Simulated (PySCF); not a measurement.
The dipole of `ClC[SiH2]P[SiH2]Cl` from its density and from atomic charges.

Coordinates (GFN2-xTB, Å) and charges (e) from the PBE0/pcSseg-1 density (PySCF):

| atom | x | y | z | Mulliken | IAO | Hirshfeld | ESP-fitted |
| --- | --- | --- | --- | --- | --- | --- | --- |
| Cl1 | -1.376 | 0.071 | -1.853 | -0.1605 | -0.0905 | -0.0291 | -0.1247 |
| C2 | -2.117 | -0.162 | -0.247 | -0.4798 | -0.5242 | -0.1251 | -0.3454 |
| Si3 | -0.866 | 0.398 | 1.086 | +0.4579 | +0.5907 | +0.2796 | +0.4734 |
| P4 | 0.878 | -0.971 | 0.883 | -0.3752 | -0.2284 | -0.0730 | -0.3978 |
| Si5 | 1.985 | -0.154 | -0.894 | +0.5346 | +0.6334 | +0.2699 | +0.3863 |
| Cl6 | 3.953 | -0.289 | -0.475 | -0.3119 | -0.3092 | -0.1228 | -0.1872 |
| H7 | -3.035 | 0.418 | -0.236 | +0.1854 | +0.1759 | +0.0520 | +0.1679 |
| H8 | -2.370 | -1.217 | -0.170 | +0.1894 | +0.1763 | +0.0497 | +0.1792 |
| H9 | -1.477 | 0.184 | 2.401 | -0.0420 | -0.1037 | -0.0710 | -0.0943 |
| H10 | -0.624 | 1.830 | 0.877 | -0.0267 | -0.1101 | -0.0734 | -0.1006 |
| H11 | 1.639 | -0.331 | 1.844 | +0.0935 | +0.0129 | -0.0051 | +0.1445 |
| H12 | 1.696 | -1.024 | -2.028 | -0.0264 | -0.1068 | -0.0752 | -0.0286 |
| H13 | 1.710 | 1.247 | -1.206 | -0.0384 | -0.1165 | -0.0764 | -0.0728 |

Q: What dipole does each set of charges give (1 e·Å = 4.803 D), and what does the density give?

A: The full density gives (-2.29, 0.82, 1.22) D, 2.72 D in size; dipole vectors point from the negative to the positive end.

```tsv
scheme	μx	μy	μz	size (D)	share of the full size (%)	angle to the full dipole (°)
Mulliken	-2.65	1.73	1.56	3.52	130	12
IAO	-2.55	0.60	1.35	2.95	109	6
Hirshfeld	-1.65	-0.04	0.58	1.75	64	21
ESP-fitted	-2.39	0.76	1.20	2.78	102	2
```

Q: Which set comes closest?

A: Length of the difference vector: ESP-fitted 0.12 D, IAO 0.37 D, Mulliken 1.04 D, Hirshfeld 1.25 D. Closest: ESP-fitted. 

Q: What is left for the Hirshfeld atoms' own dipoles?

A: The shares of the density sum to the whole, so what Σ q r misses lies in dipoles about the nuclei. The atomic dipoles sum to (-2.29, 0.82, 1.22) − (-1.65, -0.04, 0.58) = (-0.64, 0.86, 0.64) D, 1.25 D in size.

Q: With the origin at the mean of the coordinates, (0.000, 0.000, -0.001) Å, which are the largest single terms, by size, of the Mulliken dipole along the direction of the full one?

A: Si5 -5.44, Cl6 +5.43, C2 -3.74, Si3 +2.94, H7 +2.29 D; all 13 atoms together +3.45 D. The single terms depend on the origin, their sum doesn't.

Q: Give the size of the full dipole in other units.

A: 2.72 D = 1.069 au = 0.566 e·Å = 9.07 × 10⁻³⁰ C·m.

Isolated species at its GFN2-xTB geometry (one conformer only).

Conformer computed: `[Cl:1][CH2:2][SiH2:3][PH:4][SiH2:5][Cl:6]`: Cl1–C2–Si3–P4 -63°, C2–Si3–P4–Si5 79°, Si3–P4–Si5–Cl6 141°.
